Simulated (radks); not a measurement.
Br3+, configuration [Ar] 3d10 4s2 4p2. All-electron calculation, Dirac Kohn-Sham, PBE, spin-unpolarised, spherical densities, point nucleus; open shells are shared between the two j in proportion to 2j + 1; speed of light set to 205.554 atomic units (1.5 times the physical value, a model run). Program: a radial shooting solver on a logarithmic mesh with Libxc functionals. Some entries of the table are withheld. Estimate them.

| orbital | occ. | eigenvalue (hartree) | <1/r> (bohr^-1) |
|---|---|---|---|
| 1s1/2 | 2 | -486.0312 | 35.00 |
| 2s1/2 | 2 | -64.03198 | 7.780 |
| 2p1/2 | 2 | -57.83669 | 7.754 |
| 2p3/2 | 4 | -57.07713 | 7.643 |
| 3s1/2 | 2 | -9.98257 | 2.561 |
| 3p1/2 | 2 | -7.82009 | 2.447 |
| 3p3/2 | 4 | -7.71107 | 2.421 |
| 3d3/2 | 4 | (1) | (2) |
| 3d5/2 | 6 | (3) | (4) |
| 4s1/2 | 2 | -1.97136 | 0.8506 |
| 4p1/2 | 0.666667 | -1.47204 | 0.7446 |
| 4p3/2 | 1.33333 | -1.46034 | 0.7389 |

Answer. 
(1) 3d3/2 eigenvalue (hartree): -3.90195
(2) 3d3/2 <1/r> (bohr^-1): 2.166
(3) 3d5/2 eigenvalue (hartree): -3.88404
(4) 3d5/2 <1/r> (bohr^-1): 2.159
